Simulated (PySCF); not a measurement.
# Electron correlation in Mn⁺ (manganese, charge +1)

[Ar] 3d5 4s1, high-spin 7S determinant. All numbers are calculated (PySCF 2.14, no relativity, point nucleus, in cc-pVTZ). Frozen: [Ar]; 6 electrons correlated.

MP2 pair energies summed by pair of shells (mhartree):

```json
{"pair": "3d-3d", "energy": "-71.19", "share (%)": "83.9"}
{"pair": "3d-4s", "energy": "-13.61", "share (%)": "16.1"}
```

Total MP2 correlation energy: -84.81 mhartree.

Same-spin part -84.81 and opposite-spin part 0.00 mhartree; SCS-MP2 scales them by 1/3 and 6/5 to -28.27 mhartree.
